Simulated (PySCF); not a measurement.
A small calculation by hand: chemical shift, span and skew from a shielding tensor

C4H7BF2, SMILES [C@H]1(CCCB1F)F. Atoms are numbered in the order given.

```xyz
14

F      1.7281     1.3354     0.5552
B      0.8211     0.4865     0.0712
C      1.1012    -0.9331    -0.5471
C     -0.3136    -1.5426    -0.6981
C     -1.2663    -0.3390    -0.8845
C     -0.7624     0.7431     0.0652
F     -1.1022     0.3790     1.4050
H      1.5506    -0.7394    -1.5523
H      1.8358    -1.5663    -0.0101
H     -0.5865    -2.0724     0.2378
H     -0.3973    -2.2794    -1.5223
H     -1.1835     0.0564    -1.9224
H     -2.3351    -0.5864    -0.7151
H     -1.1764     1.7548    -0.1261
```
Charge 0, spin multiplicity 1.

Coordinates come from a PBE-D3(BJ)/def2-SVP optimisation. The structure was generated by enumeration; whether it is a known compound was not checked. One conformer was computed; it need not be the lowest.

GIAO shieldings from PBE/pcSseg-1 (PySCF), non-relativistic, no solvent. The symmetric part of the tensor of C6 has the principal values 42.9, 73.8, 144.5 ppm. The same nucleus in TMS has σ = 182.0 ppm at this level (PySCF, at its B3LYP-D3(BJ)/def2-TZVP geometry).

Problem. Work out the isotropic shielding, the ¹³C shift against TMS, the span and the skew.

Solution. 
σ(iso) = (σ11 + σ22 + σ33)/3 = 87.1 ppm. δ = σ(ref) − σ(iso) = 182.0 − (87.1) = 94.9 ppm.
Span Ω = σ33 − σ11 = 101.6 ppm. Skew κ = 3(σ(iso) − σ22)/Ω = 0.39. Tumbling in solution averages the tensor to δ; in a static solid the shielding alone would spread this spin-1/2 line over Ω.
